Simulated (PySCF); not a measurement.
Simulated Si 2p region for (F3Si)2Se (F6SeSi2), binding energy against the vacuum level.

Every computed line was given a Gaussian of 0.5 eV full width at half maximum and an area set by the number of equivalent atoms (split 2:1 within a doublet); the highest printed point is 100. Computed with delta-SCF UKS SCAN, pcX-2 on the ionised atom, pcseg-1 elsewhere, spin-free X2C (PySCF 2.14.0).

(binding energy (eV), intensity): (110.2, 0), (110.3, 1), (110.4, 5), (110.5, 15), (110.6, 33), (110.7, 59), (110.8, 86), (110.9, 100), (111.0, 94), (111.1, 74), (111.2, 54), (111.3, 46), (111.4, 47), (111.5, 51), (111.6, 49), (111.7, 38), (111.8, 24), (111.9, 12), (112.0, 5), (112.1, 2), (112.2, 0)

Q: Count the maxima, the lines and the sites behind this envelope.

A: The curve has 2 maxima (at 110.9 and 111.5 eV). Under it lie 2 lines from 1 inequivalent silicon site, drawn as a 2p3/2, 2p1/2 pair.

Q: Decompose the envelope and assign each component. Bonds: Si1–F2, Si1–F3, Si1–F4, Si1–Se5, Se5–Si6, Si6–F7, Si6–F8, Si6–F9.

A: 
```tsv
position (eV)	relative area	line	atoms	environment
110.92	1.33	Si 2p3/2	Si1/Si6	silicon bonded to 3 F and Se
111.54	0.67	Si 2p1/2	Si1/Si6	silicon bonded to 3 F and Se
```

Q: What are the centre and the root-mean-square width of the whole band?

A: The area-weighted mean of the lines is 111.12 eV. Their own spread about it is 0.29 eV (rms) and each Gaussian has σ = 0.5/2.355 = 0.21 eV; the variances add, which gives 0.36 eV.

The curve has no shake-up lines and no vibrational structure. One atom of each set of topologically equivalent atoms was ionised and stands for the set; in this conformer not all members are related by symmetry, and their own values weren't computed. The 2p values add to the ΔSCF energy of one spin-free hole a correction within the shell (spin–orbit coupling, ligand field). 2p1/2 minus 2p3/2 (ligand field included): Si 0.63 eV. Geometry: PBE0-D3(BJ)/def2-SVP; no solvent, vibrations or thermal averaging.
